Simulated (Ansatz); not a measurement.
Isolated molecules relaxed with PBE0-D4/def2-TZVP in Ansatz; ΔE leaves out vibrations. CBS: MP2 limit from def2 TZ/QZ plus the TZ coupled-cluster correction, frozen cores. This one scheme is used for every species. DFT in def2-TZVPP. B3LYP here is the variant with VWN-RPA as its local correlation; programs differ in this. HSE06 is defined as in plane-wave codes. For Ge outer-core shells are correlated without core-valence functions, which leaves a few kJ/mol of doubt a bond. Scalar relativity is left out up to krypton. Each species was taken in one conformer, which may not be the lowest.

Reaction (ligand exchange at the Si–F bond): `O[SiH2]F` + `[OH][GeH3]` → `O[SiH2][O][GeH3]` + H–F

```csv
level,ΔE (kJ/mol),difference from CCSD(T)/CBS
BLYP-D4,28.5,5.5
r2SCAN-D4,30.3,7.3
B97M-V,31.8,8.8
PBE0-D4,25.2,2.2
B3LYP-D4,26.7,3.7
r2SCANh-D4,28.9,5.9
r2SCAN0-D4,27.1,4.1
HSE06-D4,25.1,2.1
BHLYP-D4,24.3,1.3
CAM-B3LYP-D4,28.9,5.9
ωB97X-V,28.6,5.6
ωB97M-V,28.1,5.1
B2PLYP,30.9,7.9
PBE-QIDH,25.0,2.0
PBE,34.0,11.0
revPBE,36.2,13.2
PBE0,30.4,7.4
B3LYP,35.9,12.9
r2SCANh,30.7,7.7
r2SCAN0,29.1,6.1
HSE06,30.2,7.2
BHLYP,33.1,10.1
CAM-B3LYP,34.5,11.5
LC-ωPBE,31.0,8.0
RPA@PBE/def2-TZVPP,24.7,1.7
HF/def2-SVP,26.0,3.0
MP2/def2-SVP,23.2,0.2
CCSD/def2-SVP,24.3,1.3
CCSD(T)/def2-SVP,23.6,0.6
HF/def2-TZVPP,32.4,9.4
MP2/def2-TZVPP,22.0,-1.0
SCS-MP2/def2-TZVPP,25.0,2.0
CCSD/def2-TZVPP,24.6,1.6
CCSD(T)/def2-TZVPP,23.3,0.3
HF/def2-QZVPP,32.9,9.9
MP2/def2-QZVPP,22.0,-1.0
SCS-MP2/def2-QZVPP,25.1,2.1
HF/CBS(def2),33.0,10.0
MP2/CBS(def2),21.7,-1.3
CCSD/CBS(def2),24.3,1.3
CCSD(T)/CBS,23.0,0
```

Task: What do rigid-rotor, harmonic-oscillator terms from PBE0-D4/def2-TZVP frequencies (298.15 K, 1 bar) make of the CCSD(T)/CBS value? (Best estimate.)

Result: Computed: ΔZPE = -4.2 kJ/mol, ΔH = +22.2 kJ/mol, ΔS = -11 J/(mol·K), ΔG = +25.5 kJ/mol. Modes under 50 cm⁻¹ make the entropy rough.

Largest T1 diagnostic among the species: 0.012.

Leaving LDA and LC-ωPBE aside and taking each functional with its dispersion term where it has one, the values spread over 7.5 kJ/mol, from BHLYP-D4 to B97M-V. LDA lies −6.2 kJ/mol from PBE without D4. From BLYP to BHLYP (50 % exact exchange), in def2-TZVPP and without D4, ΔE moves by −6.6 kJ/mol. The D4 term adds −9.2 kJ/mol with B3LYP and −5.2 kJ/mol with PBE0; it sums over pairs of atoms, weighted by their polarisabilities, and B3LYP, whose exchange is more repulsive, gets the larger term.
